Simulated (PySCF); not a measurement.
## Partial charges of `C/C=C/C(=O)CC[SiH3]`

C6H12OSi.
Geometry (GFN2-xTB, Å), atoms numbered from 1 in this order:
```
atom  x, y, z in Å
C1    -3.651   -0.617    0.213
C2    -2.234   -0.169    0.222
C3    -1.221   -0.876   -0.276
C4     0.195   -0.490   -0.263
O5     1.050   -1.293   -0.584
C6     0.579    0.897    0.179
C7     1.987    1.237   -0.289
Si8    3.233   -0.191   -0.028
H9    -3.756   -1.589   -0.260
H10   -4.030   -0.673    1.233
H11   -4.264    0.109   -0.321
H12   -2.059    0.796    0.681
H13   -1.407   -1.851   -0.711
H14    0.545    0.894    1.274
H15   -0.152    1.627   -0.177
H16    2.323    2.133    0.231
H17    1.952    1.486   -1.351
H18    2.911   -0.962    1.171
H19    3.495   -0.965   -1.234
H20    4.500    0.507    0.286
```

Density: PBE0/pcSseg-1 (PySCF); schemes: Mulliken, IAO, Hirshfeld and ESP-fitted. The structure is a single GFN2-xTB conformer in the gas phase; no vibrational or solvent corrections.

Q: At which atom do the 4 schemes differ most?

A: At C3: from -0.625 (ESP-fitted) to -0.066 e (Hirshfeld), 0.559 e apart.

Q: Which atoms carry the highest charge in the Mulliken, IAO, Hirshfeld and ESP-fitted schemes?

A: The schemes don't all agree: Mulliken Si8 (+0.548); IAO Si8 (+0.618); Hirshfeld Si8 (+0.270); ESP-fitted C4 (+0.674).

Q: For which atoms does the sign change between the 4 schemes (beyond +0.03 e in one, beyond −0.03 e in another)?

A: C2.

Q: Tabulate the Mulliken, IAO, Hirshfeld and ESP-fitted charges.

A: In e:

```json
{"atom": "C1", "environment": "allylic carbon", "Mulliken": "-0.198", "IAO": "-0.425", "Hirshfeld": "-0.108", "ESP-fitted": "-0.357"}
{"atom": "C2", "environment": "alkene CH carbon", "Mulliken": "-0.205", "IAO": "-0.082", "Hirshfeld": "-0.001", "ESP-fitted": "+0.200"}
{"atom": "C3", "environment": "alkene CH carbon", "Mulliken": "-0.133", "IAO": "-0.210", "Hirshfeld": "-0.066", "ESP-fitted": "-0.625"}
{"atom": "C4", "environment": "ketone carbonyl carbon", "Mulliken": "+0.248", "IAO": "+0.374", "Hirshfeld": "+0.167", "ESP-fitted": "+0.674"}
{"atom": "O5", "environment": "ketone oxygen", "Mulliken": "-0.409", "IAO": "-0.404", "Hirshfeld": "-0.174", "ESP-fitted": "-0.481"}
{"atom": "C6", "environment": "sp3 carbon next to a carbonyl", "Mulliken": "-0.258", "IAO": "-0.305", "Hirshfeld": "-0.078", "ESP-fitted": "-0.083"}
{"atom": "C7", "environment": "sp3 carbon bound to silicon", "Mulliken": "-0.494", "IAO": "-0.535", "Hirshfeld": "-0.160", "ESP-fitted": "-0.187"}
{"atom": "Si8", "environment": "SiH3 silicon", "Mulliken": "+0.548", "IAO": "+0.618", "Hirshfeld": "+0.270", "ESP-fitted": "+0.419"}
{"atom": "H9", "environment": "methyl hydrogen", "Mulliken": "+0.126", "IAO": "+0.153", "Hirshfeld": "+0.053", "ESP-fitted": "+0.128"}
{"atom": "H10", "environment": "methyl hydrogen", "Mulliken": "+0.138", "IAO": "+0.162", "Hirshfeld": "+0.056", "ESP-fitted": "+0.115"}
{"atom": "H11", "environment": "methyl hydrogen", "Mulliken": "+0.137", "IAO": "+0.162", "Hirshfeld": "+0.056", "ESP-fitted": "+0.117"}
{"atom": "H12", "environment": "vinylic hydrogen", "Mulliken": "+0.117", "IAO": "+0.147", "Hirshfeld": "+0.053", "ESP-fitted": "+0.065"}
{"atom": "H13", "environment": "vinylic hydrogen", "Mulliken": "+0.111", "IAO": "+0.159", "Hirshfeld": "+0.049", "ESP-fitted": "+0.237"}
{"atom": "H14", "environment": "methylene hydrogen", "Mulliken": "+0.161", "IAO": "+0.159", "Hirshfeld": "+0.051", "ESP-fitted": "+0.044"}
{"atom": "H15", "environment": "methylene hydrogen", "Mulliken": "+0.145", "IAO": "+0.145", "Hirshfeld": "+0.043", "ESP-fitted": "+0.028"}
{"atom": "H16", "environment": "methylene hydrogen", "Mulliken": "+0.138", "IAO": "+0.150", "Hirshfeld": "+0.040", "ESP-fitted": "+0.056"}
{"atom": "H17", "environment": "methylene hydrogen", "Mulliken": "+0.144", "IAO": "+0.146", "Hirshfeld": "+0.038", "ESP-fitted": "+0.052"}
{"atom": "H18", "environment": "Si–H hydrogen", "Mulliken": "-0.099", "IAO": "-0.129", "Hirshfeld": "-0.090", "ESP-fitted": "-0.111"}
{"atom": "H19", "environment": "Si–H hydrogen", "Mulliken": "-0.081", "IAO": "-0.119", "Hirshfeld": "-0.086", "ESP-fitted": "-0.098"}
{"atom": "H20", "environment": "Si–H hydrogen", "Mulliken": "-0.135", "IAO": "-0.167", "Hirshfeld": "-0.113", "ESP-fitted": "-0.193"}
```

Mean size of the charges over all atoms: IAO 0.238 e, ESP-fitted 0.214 e, Mulliken 0.201 e, Hirshfeld 0.087 e. Each set sums to the total charge, 0, to within 0.001 e. The Hirshfeld scheme divides the density at each point in proportion to the densities of the neutral, spherically averaged free atoms. The IAO scheme projects the occupied orbitals on a minimal set of polarised atomic orbitals and counts the electrons in each atom's part of it.

Q: How many electrons does the IAO scheme count on C4?

A: Z − q = 6 − (+0.374) = 5.626.

Q: How closely do the schemes follow one another over all atoms?

A: Correlation coefficient and root-mean-square difference: Mulliken with IAO 0.97, 0.073 e; IAO with Hirshfeld 0.96, 0.179 e; Mulliken with Hirshfeld 0.94, 0.143 e; Hirshfeld with ESP-fitted 0.83, 0.206 e; IAO with ESP-fitted 0.80, 0.177 e; Mulliken with ESP-fitted 0.71, 0.203 e.
